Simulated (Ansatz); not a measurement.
Total energies of In₃P₃H₁₂, a cluster cut from wurtzite InP (hydrogen-capped) from Ansatz at PBE0-D4/def2-SVP, gas phase (1 Eh = 27.2114 eV = 2625.5 kJ/mol). The reference geometry is relaxed at r2SCAN-D4/def2-SVP.

```xyz
18

P     0.6818    2.1119   -0.4711
In   -1.9222    1.8612   -0.8057
P    -2.1517   -0.3333    0.6389
In    2.6212    0.3750   -0.8920
P     1.5599   -1.5468    0.5693
In   -0.8474   -2.6196    0.4728
H     1.0472    3.2710   -1.2113
H     0.8890    2.6671    0.8224
H    -2.6722    3.1333    0.0842
H    -2.1560    1.3890   -2.4433
H    -2.1367    0.0577    2.0069
H    -3.5308   -0.6788    0.5787
H     4.0085    0.9483   -0.0439
H     2.4736   -0.1280   -2.5305
H     1.8252   -1.2344    1.9317
H     2.4641   -2.6410    0.4693
H    -1.0615   -3.1810   -1.1391
H    -1.0922   -3.4518    1.9628
```

```csv
state,geometry,energy (Eh)
charge 0 singlet,reference,-1600.97989
charge 1 doublet,reference,-1600.65466
charge -1 doublet,reference,-1600.96643
free P atom (quartet),–,-341.02153
free In atom (doublet),–,-190.10951
free H atom (doublet),–,-0.50029
```

In the def2 sets In takes a core potential; there is no spin–orbit coupling.

(1) Work out the vertical ionisation energy to the doublet.

(2) Work out the vertical electron affinity, to the doublet.

(3) Give the fundamental gap IE − EA, the Mulliken electronegativity (IE + EA)/2 and the hardness (IE − EA)/2.

(4) What is the binding energy per atom against free atoms?

(1) E(charge 1 doublet) − E(charge 0 singlet) = -1600.65466 − (-1600.97989) = 0.32523 Eh = 8.85 eV. For comparison, −ε of the highest occupied level is 7.40 eV at this level, 1.45 eV less.

(2) E(charge 0 singlet) − E(charge -1 doublet) = -1600.97989 − (-1600.96643) = -0.01346 Eh = -0.37 eV; negative, so the extra electron isn't bound. The basis lacks diffuse functions, which makes affinities too small.

(3) From the values in Eh: IE − EA = 0.32523 − (-0.01346) = 0.33869 Eh = 9.22 eV; (IE + EA)/2 = 4.24 eV; (IE − EA)/2 = 4.61 eV. The HOMO–LUMO gap of the same run is 6.66 eV, 2.56 eV smaller than the fundamental gap.

(4) Atoms: 3 × (-341.02153) + 3 × (-190.10951) + 12 × (-0.50029) = -1599.39660 Eh. Binding: -1599.39660 − (-1600.97989) = 1.58329 Eh = 43.08 eV, or 2.39 eV for each of 18 atoms (no zero-point energy, no counterpoise term).

At PBE0-D4/def2-SVP the highest occupied level of the charge -1 doublet lies above zero (up to 1.57 eV). By energy differences it is unbound by 0.37 eV (vertical, to the charge 0 singlet, at PBE0-D4/def2-SVP) and held by the finite basis.
